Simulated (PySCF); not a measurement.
# Worked example: oscillator strength and radiative lifetime

Si(H)2(Br)(OMe) (CH5BrOSi), SMILES CO[SiH2]Br.

Geometry: PBE0-D3(BJ)/def2-SVP. One conformer was computed; it need not be the lowest.

TDA-PBE/def2-SVPD in PySCF puts the first singlet state with f over 0.02 at 6.37 eV (vertical), with the transition dipole (0.254, -0.281, -0.211) in atomic units.

Question: Find the oscillator strength, the wavelength and the radiative lifetime that this transition would have in vacuum if emission retraced absorption.

Answer: 
|μ|² = 0.1880 au, so |μ| = 1.10 D. ΔE = 6.37/27.211 = 0.2341 hartree. f = (2/3) ΔE |μ|² = 0.029 (the program prints 0.029).
λ = 1239.84/6.37 = 195 nm; ν = 51377 cm⁻¹.
Einstein's coefficient A = 0.6670 ν² f s⁻¹ (ν in cm⁻¹) = 5.2e7 s⁻¹, so τ = 1/A = 19 ns. This state is S1. The figure is the radiative limit of this one transition; relaxation, internal conversion, crossing to triplets and a medium change what is measured.
